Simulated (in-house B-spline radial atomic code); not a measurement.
Configurations of Au3+, with energies counted from [Xe] 4f14 (5d3/2)4 (5d5/2)4. All numbers are computed (Dirac-Hartree-Fock, average of each configuration as written; Fermi nucleus of rms radius 5.4371 fm) with a radial B-spline atomic code at the basis-set limit, not measured. Energies include first-order Breit, QED and recoil terms.

Occupations are held fixed; configurations that lie above the ionisation limit could autoionise.

```json
{"configuration": "[Kr] 4d10 4f14 5s2 (5p1/2)2 (5p3/2)3 (5d3/2)4 (5d5/2)4 6s1", "E - E(ref) (eV)": "64.465", "highest orbital": "6s1/2", "its <r> (bohr)": "2.286"}
{"configuration": "[Xe] (4f5/2)6 (4f7/2)7 (5d3/2)2 (5d5/2)6 6s1", "E - E(ref) (eV)": "93.995", "highest orbital": "6s1/2", "its <r> (bohr)": "2.267"}
{"configuration": "[Kr] 4d10 4f14 5s2 (5p1/2)2 (5p3/2)3 (5d3/2)2 (5d5/2)6 (6f5/2)1", "E - E(ref) (eV)": "98.189", "highest orbital": "6f5/2", "its <r> (bohr)": "7.125"}
{"configuration": "[Kr] 4d10 4f14 5s2 (5p1/2)2 (5p3/2)3 (5d3/2)4 (5d5/2)4 (8g7/2)1", "E - E(ref) (eV)": "98.919", "highest orbital": "8g7/2", "its <r> (bohr)": "21.41"}
{"configuration": "[Xe] (4f5/2)5 (4f7/2)8 (5d3/2)3 (5d5/2)5 (6g9/2)1", "E - E(ref) (eV)": "127.87", "highest orbital": "6g9/2", "its <r> (bohr)": "10.95"}
{"configuration": "[Xe] (4f5/2)5 (4f7/2)8 (5d3/2)2 (5d5/2)6 (8f7/2)1", "E - E(ref) (eV)": "130.79", "highest orbital": "8f7/2", "its <r> (bohr)": "15.6"}
{"configuration": "[Kr] (4d3/2)3 (4d5/2)6 4f14 5s2 5p6 (5d3/2)4 (5d5/2)4 (6p3/2)1", "E - E(ref) (eV)": "374.93", "highest orbital": "6p3/2", "its <r> (bohr)": "2.848"}
```

Question: Order these further configurations by energy, lowest first.
A. [Kr] 4d10 4f14 5s2 (5p1/2)2 (5p3/2)3 (5d3/2)4 (5d5/2)4 (7g9/2)1
B. [Xe] 4f14 (5d3/2)4 (5d5/2)3 7s1
C. [Xe] (4f5/2)5 (4f7/2)8 (5d3/2)3 (5d5/2)5 (8p1/2)1
D. [Xe] 4f14 (5d3/2)3 (5d5/2)5
E. [Xe] (4f5/2)5 (4f7/2)8 (5d3/2)2 (5d5/2)6 (9g9/2)1

Answer: D (1.7732 eV), B (27.218 eV), A (97.875 eV), C (124.44 eV), E (132.84 eV).

Question: How far above the reference does [Xe] (4f5/2)5 (4f7/2)8 (5d3/2)3 (5d5/2)5 (6f7/2)1 lie?

Answer: 124.55 eV; its least bound orbital is 6f7/2 with <r> = 7.026 bohr.

Question: How far above the reference does [Xe] (4f5/2)5 (4f7/2)8 (5d3/2)3 (5d5/2)5 (5g9/2)1 lie?

Answer: 125.21 eV; its least bound orbital is 5g9/2 with <r> = 6.845 bohr.

Question: How far above the reference does [Xe] 4f14 (5d3/2)2 (5d5/2)6 lie?

Answer: 3.2365 eV; its least bound orbital is 5d5/2 with <r> = 1.44 bohr.
